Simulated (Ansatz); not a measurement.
Start from `COCC#N` and change one atom or group to get `N#C[CH2][AlH2]`.

Ansatz, PBE0-D4/def2-TZVP geometries, multiplicity 1. Each molecule was computed in one conformer, which needn't be the lowest.

| property | `COCC#N` |
| --- | --- |
| LUMO energy (PBE/def2-TZVPP) / eV | -1.04 |
| HOMO energy (B3LYP/def2-TZVPP) / eV | -8.24 |
| LUMO energy (ωB97M-V/def2-TZVPP) / eV | 2.10 |
| HOMO–LUMO gap (PBE0/def2-TZVPP) / eV | 8.55 |
| HOMO–LUMO gap (ωB97M-V/def2-TZVPP) / eV | 13.02 |
| HOMO energy (PBE/def2-TZVPP) / eV | -6.83 |

Question: What does the change do to each property? (Best estimate.)

Answer: Ansatz gave: 
| property | `N#C[CH2][AlH2]` | shift |
| --- | --- | --- |
| LUMO energy (PBE/def2-TZVPP) / eV | -2.60 | -1.56 |
| HOMO energy (B3LYP/def2-TZVPP) / eV | -8.10 | 0.14 |
| LUMO energy (ωB97M-V/def2-TZVPP) / eV | -0.18 | -2.28 |
| HOMO–LUMO gap (PBE0/def2-TZVPP) / eV | 6.51 | -2.04 |
| HOMO–LUMO gap (ωB97M-V/def2-TZVPP) / eV | 10.32 | -2.70 |
| HOMO energy (PBE/def2-TZVPP) / eV | -7.11 | -0.28 |

With PBE0 the HOMO rises by 0.17 eV and the LUMO falls by 1.87 eV, so the gap narrows by about 2.04 eV. PBE moves the HOMO by -0.28 eV and ωB97M-V by 0.42 eV. The zero-point energy changes by -80.9 kJ/mol with -6 modes.

B3LYP here is the variant with VWN-RPA as its local correlation; programs differ in this.
